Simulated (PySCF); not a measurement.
Compound: C6H5F2N.
SMILES: `c1nc(ccc1)C(F)F`

Torsions of this conformer, `[F:1][CH:2]([F:3])[c:4]1[cH:5][cH:6][cH:7][cH:8][n:9]1`: F1–C2–C4–C5 46°.

The closed-shell ground state was solved at several levels (PySCF, density fitting, gas phase, non-relativistic). Isolated species at its PBE0-D3(BJ)/def2-SVP geometry (one conformer only).

```tsv
level	basis functions	HOMO (eV)	LUMO (eV)	gap (eV)	dipole (D)
PBE0/def2-SVPD	226	-7.96	-1.30	6.66	3.10
PBE0/pcSseg-1	178	-7.95	-1.23	6.72	3.01
```

(1) What might B3LYP/pcJ-1 (293 basis functions) give for the same quantities?

(2) Over all these levels, which gives the widest orbital gap and which the narrowest?

(3) How far do the dipole and the HOMO energy spread over the levels?

Answers

(1) HOMO -7.67 eV, LUMO -1.40 eV, gap 6.27 eV, dipole 3.03 D.

(2) PBE0/pcSseg-1 (global hybrid, 25 % exact exchange) has the widest, 6.72 eV, and B3LYP/pcJ-1 (global hybrid, 20 % exact exchange) the narrowest, 6.27 eV. Functional and basis both differ between the two, so the spread mixes both effects.

(3) The dipole runs from 3.01 to 3.10 D (mean 3.05 D) and the HOMO from -7.96 to -7.67 eV.
